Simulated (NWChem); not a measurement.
System meant: WNHSF2; SMILES [NH]=[W]([F])([F])=[S]

NWChem input:

```
start job
memory heap 200 mb stack 900 mb global 1100 mb
geometry units angstroms noautoz
  W      0.046448    -0.220695     0.000000
  N     -1.587287    -0.782912     0.000000
  H     -2.602207    -0.733048     0.000000
  S     -0.012674     1.906528     0.000000
  F      0.830285    -0.801338     1.586870
  F      0.830285    -0.801338    -1.586870
end
basis spherical
  W library def2-svp
  N library def2-svp
  H library def2-svp
  S library def2-svp
  F library def2-svp
end
ecp
  W library def2-ecp
end
dft
  xc pbe0
  iterations 4
  mulliken
end
task dft energy
```

End of the output:

```
    Atom       Charge   Shell Charges
 -----------   ------   -------------------------------------------------------
    1 W   14    13.94   0.00  0.04  1.09  0.80  0.37  0.15  4.96  1.29  0.48  3.15  1.29  0.34
    2 N    7     7.09   1.97  0.79  0.50  2.18  1.63  0.03
    3 H    1     0.89   0.57  0.20  0.13
    4 S   16    15.80   2.00  1.96  0.98  0.69  5.81  1.87  2.45  0.05
    5 F    9     9.14   1.98  1.03  0.77  3.20  2.16  0.01
    6 F    9     9.14   1.98  1.03  0.77  3.20  2.16  0.01

 center of mass
 --------------
 x =   0.02745583 y =   0.05024733 z =   0.00000000

 moments of inertia (a.u.)
 ------------------
         904.287165398596          -0.000000000000           0.000000000000
          -0.000000000000         581.909729351815           0.000000000000
           0.000000000000           0.000000000000         802.824565240453

     Multipole analysis of the density
     ---------------------------------

     L   x y z        total         alpha         beta         nuclear
     -   - - -        -----         -----         ----         -------
     0   0 0 0      0.000000    -28.000000    -28.000000     56.000000

     1   1 0 0     -0.680957     -0.662095     -0.662095      0.643233
     1   0 1 0      0.167519      9.441324      9.441324    -18.715129
     1   0 0 1     -0.000000     -0.000000     -0.000000      0.000000

     2   2 0 0    -34.253749    -82.675485    -82.675485    131.097221
     2   1 1 0     -0.410532      1.711805      1.711805     -3.834143
     2   1 0 1     -0.000000     -0.000000     -0.000000      0.000000
     2   0 2 0    -40.652191   -156.468280   -156.468280    272.284369
     2   0 1 1      0.000000      0.000000      0.000000      0.000000
     2   0 0 2    -42.241959   -102.053465   -102.053465    161.864972

 ------------------------------------------------------------------------
 dft energy failed                                                                                  0
 ------------------------------------------------------------------------
 ------------------------------------------------------------------------
  current input line :
    26: task dft energy
 ------------------------------------------------------------------------
 ------------------------------------------------------------------------
 This type of error is most commonly associated with calculations not reaching convergence criteria
 ------------------------------------------------------------------------
 For more information see the NWChem manual at https://nwchemgit.github.io

0:dft energy failed:Received an Error in Communication
```

### Question
What is wrong, and how is it mended?

### Answer
The run did not converge; its last values are not results. Cause: the SCF was allowed too few iterations. This input runs:
```
start job
memory heap 200 mb stack 900 mb global 1100 mb
geometry units angstroms noautoz
  W      0.046448    -0.220695     0.000000
  N     -1.587287    -0.782912     0.000000
  H     -2.602207    -0.733048     0.000000
  S     -0.012674     1.906528     0.000000
  F      0.830285    -0.801338     1.586870
  F      0.830285    -0.801338    -1.586870
end
basis spherical
  W library def2-svp
  N library def2-svp
  H library def2-svp
  S library def2-svp
  F library def2-svp
end
ecp
  W library def2-ecp
end
dft
  xc pbe0
  iterations 150
  mulliken
end
task dft energy
```
It converges to -719.77178 Ha (PBE0/def2-SVP with def2 effective core potentials on W).
